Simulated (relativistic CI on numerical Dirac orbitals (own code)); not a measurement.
**Energy levels of As19+**

These numbers are calculated, not measured: Dirac-Coulomb-Breit CI, KLI orbitals optimised for each configuration, model QED, unscaled Slater integrals (own radial code, finite nucleus).

CI space (outside the closed core [Ne]): 3s²3p², 3s3p³, 3s²3p3d, 3p⁴, 3s3p²3d, 3p³3d, 3s3p3d², 3s²3d4p, 3p³4s, 3s²3p4s, 3p³4p, 3s3p3d4s, 3s²3p4p, 3s²3p4d, 3s3p²4s, 3s²3p4f, 3p²3d4p, 3s3p²4p, 3s3p²4d, 3s3p²4f, 3s²3p5s, 3s²3p5p, 3s²4s4p, 3s²3p5d, 3s²3p5f, 3s²3p5g, 3s3p4s², 3s3p²5s, 3s²3d², 3s3d³, 3p²3d², 3p3d³, 3p3d²4s, 3p3d²4p, 3p3d²4d, 3s²3d4s, 3s3d²4s, 3s3p3d4p, 3s3d²4p, 3s3d4s4p, 3s3d4p², 3s3d4p4d, 3p²3d4s, 3p3d4s², 3p3d4s4p, 3p3d4s4d, 3s²4s², 3s3d4s², 3s²4p², 3s3p4s4p, 3s4s²4p, 3s4s4p², 3s4s4p4d. Double excitations out of closed p, d and f shells are left out; levels of such configurations are missing from the list, as are those of other unlisted configurations, and high levels can miss mixing partners. These lack a partner that the ground configuration has and come out too high: 3s3p²4d, 3s3p²4f, 3s3p²5s, 3s²3p4f, 3s²3p5s.

The lowest level is 3s²3p² ³P0, with 87 % of that term; Hund's rules for 3s²3p² give ³P with J = 0, in agreement.

| No. | Configuration | Term | J | E (eV) | % | Landé g |
| --- | --- | --- | --- | --- | --- | --- |
| 1 | 3s²3p² | ³P | 0 | 0.000 | 87 |  |
| 2 | 3s²3p² | ³P | 1 | 5.012 | 97 | 1.499 |
| 3 | 3s²3p² | ³P | 2 | 7.691 | 68 | 1.346 |
| 4 | 3s²3p² | ¹D | 2 | 15.503 | 68 | 1.151 |
| 5 | 3s²3p² | ¹S | 0 | 23.486 | 86 |  |
| 6 | 3s3p³(4S°) | ⁵S° | 2 | 46.147 | 93 | 1.967 |
| 7 | 3s3p³(2D°) | ³D° | 1 | 58.819 | 74 | 0.630 |
| 8 | 3s3p³(2D°) | ³D° | 2 | 59.145 | 72 | 1.233 |
| 9 | 3s3p³(2D°) | ³D° | 3 | 61.111 | 88 | 1.332 |
| 10 | 3s3p³(2P°) | ³P° | 0 | 68.167 | 89 |  |
| 11 | 3s3p³(2P°) | ³P° | 1 | 68.784 | 76 | 1.393 |
| 12 | 3s3p³(2P°) | ³P° | 2 | 68.953 | 46 | 1.320 |
| 13 | 3s²3p3d | ¹D° | 2 | 75.114 | 34 | 1.125 |
| 14 | 3s3p³(4S°) | ³S° | 1 | 82.481 | 62 | 1.651 |
| 15 | 3s²3p3d | ³F° | 2 | 82.825 | 91 | 0.692 |
| 16 | 3s²3p3d | ³F° | 3 | 85.450 | 94 | 1.087 |
| 17 | 3s²3p3d | ³F° | 4 | 90.159 | 98 | 1.249 |
| 18 | 3s3p³(2P°) | ¹P° | 1 | 90.539 | 52 | 1.315 |
| 19 | 3s²3p3d | ³P° | 2 | 93.166 | 49 | 1.302 |
| 20 | 3s²3p3d | ³D° | 1 | 94.721 | 53 | 0.862 |
| 21 | 3s²3p3d | ¹D° | 2 | 98.576 | 33 | 1.065 |
| 22 | 3s²3p3d | ³P° | 0 | 99.088 | 88 |  |
| 23 | 3s²3p3d | ³D° | 3 | 99.982 | 81 | 1.311 |
| 24 | 3s²3p3d | ³P° | 1 | 100.029 | 56 | 1.155 |
| 25 | 3s²3p3d | ³D° | 2 | 101.035 | 37 | 1.285 |
| 26 | 3s²3p3d | ¹F° | 3 | 108.723 | 92 | 1.015 |
| 27 | 3s²3p3d | ¹P° | 1 | 111.941 | 81 | 0.984 |
| 28 | 3p⁴ | ³P | 2 | 118.447 | 47 | 1.400 |
| 29 | 3s3p²(3P)<4P>3d | ⁵F | 1 | 122.309 | 87 | 0.147 |
| 30 | 3s3p²(3P)<4P>3d | ⁵F | 2 | 123.357 | 86 | 1.052 |
| 31 | 3p⁴ | ³P | 0 | 124.135 | 47 |  |
| 32 | 3p⁴ | ³P | 1 | 124.197 | 49 | 1.409 |
| 33 | 3s3p²(3P)<4P>3d | ⁵F | 3 | 124.943 | 82 | 1.289 |
| 34 | 3p⁴ | ¹D | 2 | 126.365 | 49 | 1.098 |
| 35 | 3s3p²(3P)<4P>3d | ⁵F | 4 | 127.388 | 88 | 1.362 |
| 36 | 3s3p²(3P)<4P>3d | ⁵D | 0 | 128.647 | 92 |  |
| 37 | 3s3p²(3P)<4P>3d | ⁵D | 1 | 128.942 | 88 | 1.459 |
| 38 | 3s3p²(3P)<4P>3d | ⁵D | 2 | 129.135 | 76 | 1.405 |
| 39 | 3s3p²(3P)<4P>3d | ⁵D | 3 | 129.498 | 64 | 1.409 |
| 40 | 3s3p²(3P)<4P>3d | ⁵F | 5 | 130.189 | 96 | 1.391 |
| 41 | 3s3p²(3P)<4P>3d | ⁵D | 4 | 130.879 | 68 | 1.425 |
| 42 | 3s3p²(1D)<2D>3d | ³F | 2 | 132.813 | 86 | 0.721 |
| 43 | 3s3p²(1D)<2D>3d | ³F | 3 | 134.906 | 75 | 1.158 |
| 44 | 3s3p²(3P)<4P>3d | ⁵P | 3 | 137.453 | 81 | 1.618 |
| 45 | 3s3p²(1D)<2D>3d | ³F | 4 | 138.339 | 68 | 1.298 |
| 46 | 3s3p²(3P)<4P>3d | ⁵P | 2 | 138.556 | 89 | 1.794 |
| 47 | 3s3p²(3P)<4P>3d | ⁵P | 1 | 139.224 | 94 | 2.449 |
| 48 | 3s3p²(3P)<4P>3d | ³P | 2 | 140.390 | 58 | 1.468 |
| 49 | 3p⁴ | ¹S | 0 | 140.598 | 49 |  |
| 50 | 3s3p²(3P)<4P>3d | ³P | 1 | 143.912 | 52 | 1.348 |
| 51 | 3s3p²(1D)<2D>3d | ³G | 3 | 146.526 | 84 | 0.791 |
| 52 | 3s3p²(1D)<2D>3d | ³P | 0 | 147.423 | 52 |  |
| 53 | 3s3p²(3P)<4P>3d | ³D | 2 | 147.664 | 53 | 1.049 |
| 54 | 3s3p²(1D)<2D>3d | ³G | 4 | 147.787 | 91 | 1.060 |
| 55 | 3s3p²(3P)<4P>3d | ³D | 1 | 148.750 | 77 | 0.697 |
| 56 | 3s3p²(3P)<4P>3d | ³D | 3 | 148.856 | 73 | 1.256 |
| 57 | 3s3p²(1D)<2D>3d | ³G | 5 | 149.371 | 95 | 1.206 |
| 58 | 3s3p²(1D)<2D>3d | ¹G | 4 | 149.942 | 69 | 1.039 |
| 59 | 3s3p²(1D)<2D>3d | ¹F | 3 | 150.954 | 53 | 1.056 |
| 60 | 3s3p²(3P)<4P>3d | ³F | 2 | 151.323 | 45 | 0.933 |
| 61 | 3s3p²(3P)<4P>3d | ³F | 3 | 153.505 | 55 | 1.176 |
| 62 | 3s3p²(1D)<2D>3d | ³D | 1 | 153.867 | 92 | 0.540 |
| 63 | 3s3p²(3P)<2P>3d | ¹P | 1 | 154.418 | 52 | 0.824 |
| 64 | 3s3p²(1D)<2D>3d | ³D | 2 | 154.886 | 72 | 1.080 |
| 65 | 3s3p²(1D)<2D>3d | ³P | 0 | 155.031 | 78 |  |
| 66 | 3s3p²(1D)<2D>3d | ³P | 1 | 156.058 | 68 | 1.492 |
| 67 | 3s3p²(3P)<4P>3d | ³F | 4 | 157.159 | 78 | 1.216 |
| 68 | 3s3p²(1D)<2D>3d | ³P | 2 | 157.622 | 59 | 1.413 |
| 69 | 3s3p²(3P)<4P>3d | ³D | 3 | 158.347 | 66 | 1.239 |
| 70 | 3s3p²(1S)<2S>3d | ³D | 2 | 159.282 | 55 | 1.039 |

Energies count from the lowest computed level; ° marks odd parity. Percentages are summed over parent terms; the parents shown are those of the largest component, closed shells are left out there, and <> holds an intermediate term.

The mean weight of the leading LS term, summed over parents, in these 70 levels is 71 %, and that of the leading jj configuration (from the same eigenvectors) 56 %, so LS coupling describes them better.

At this charge energies of transitions that change n are usually good to better than 1 %, and those within a shell (Δn = 0) to a few per cent.

LS names give the leading component of a level, which can be under half, so a name can repeat, a term be missing and a line seem to break the LS rules.
